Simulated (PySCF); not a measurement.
Isomers of C4H9B.

All values: PBE0/6-31G (PySCF) at PBE0-D3(BJ)/def2-SVP geometries, gas phase, one conformer each.

Question: Rank by LUMO energy, highest first.
A. `B/C(C)=C\C`
B. `[BH2:1][C:2](=[CH2:3])[CH2:4][CH3:5]` with B1–C2–C4–C5 -70°
C. `[BH2:1][CH2:2][CH2:3][CH:4]=[CH2:5]` with H–B1–C2–C3 179° and -1°, B1–C2–C3–C4 180°, C2–C3–C4–C5 119°

Answer: C (-1.00 eV), A (-1.53 eV), B (-1.66 eV).

Question: Rank by HOMO energy, lowest first.
A. `[BH2:1][CH2:2][CH2:3][CH:4]=[CH2:5]` with H–B1–C2–C3 179° and -1°, B1–C2–C3–C4 180°, C2–C3–C4–C5 119°
B. `[BH2:1][CH:2]1[CH2:3][CH2:4][CH2:5]1` with H–B1–C2–C3 -37° and 146°, B1–C2–C3–C4 -148°, C2–C3–C4–C5 16°, C3–C4–C5–C2 -16°, B1–C2–C5–C4 147°
C. `[BH2:1][C:2](=[CH2:3])[CH2:4][CH3:5]` with B1–C2–C4–C5 -70°

Answer: B (-8.01 eV), C (-7.74 eV), A (-7.14 eV).

All values together:

| SMILES | μ (D) | HOMO (eV) | LUMO (eV) | lowest IAO charge (e) | highest IAO charge (e) | lowest Hirshfeld charge (e) | highest Hirshfeld charge (e) |
| --- | --- | --- | --- | --- | --- | --- | --- |
| BC1CCC1 | 0.79 | -8.01 | -0.90 | -0.270 (C) | +0.165 (H) | -0.080 (C) | +0.145 (B) |
| B/C(C)=C\C | 1.58 | -7.21 | -1.53 | -0.441 (C) | +0.161 (H) | -0.101 (C) | +0.112 (B) |
| BCCC=C | 0.47 | -7.14 | -1.00 | -0.412 (C) | +0.168 (H) | -0.117 (C) | +0.155 (B) |
| BC(=C)CC | 1.21 | -7.74 | -1.66 | -0.424 (C) | +0.157 (H) | -0.098 (C) | +0.120 (B) |

Conformers: `[BH2:1][CH:2]1[CH2:3][CH2:4][CH2:5]1` with H–B1–C2–C3 -37° and 146°, B1–C2–C3–C4 -148°, C2–C3–C4–C5 16°, C3–C4–C5–C2 -16°, B1–C2–C5–C4 147°; `[BH2:1][CH2:2][CH2:3][CH:4]=[CH2:5]` with H–B1–C2–C3 179° and -1°, B1–C2–C3–C4 180°, C2–C3–C4–C5 119°; `[BH2:1][C:2](=[CH2:3])[CH2:4][CH3:5]` with B1–C2–C4–C5 -70°.
